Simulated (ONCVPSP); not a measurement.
Configuration tests for cadmium (Cd) (ONCV)

cadmium, optimised norm-conserving Vanderbilt (ONCV), made with ONCVPSP 4.0.1 (PBE, scalar-relativistic). Core [Ar] 3d10, reference 4s2 4p6 4d10 5s2. Waves: 4s+5s: rc 1.60 bohr, ncon 4, nbas 7, qcut 9.6 1/bohr, 2 projectors; 4p: rc 1.50 bohr, ncon 3, nbas 6, qcut 7.1 1/bohr, 2 projectors, debl 3.7 Ha; 4d: rc 1.70 bohr, ncon 5, nbas 9, qcut 10.8 1/bohr, 3 projectors, debl 1.6 Ha. Local part: polynomial inside 1.00 bohr (lpopt 5, dvloc0 1 Ha). Core correction: Teter function, fcfact 3.25, rcfact 1.5.

Energies are relative to the spin-unpolarised reference configuration 4s2 4p6 4d10 5s2; without spin polarisation the order of configurations can differ from experiment.

| valence configuration | charge | ΔE all-electron (eV) | error AE − PS (meV) |
| --- | --- | --- | --- |
| 4s2 4p6 4d10 5s0 | +2 | 26.399 | -7.2 |
| 4s2 4p6 4d9 5s0 | +3 | 64.408 | -8.5 |
| 4s2 4p6 4d10 5s0 5p1 | +1 | 15.052 | -3.6 |

Q: What are ΔE and the potential's error for 4s2 4p6 4d10 5s1?

A: ΔE = 9.273 eV all-electron; the error (AE − PS) is -2.0 meV.
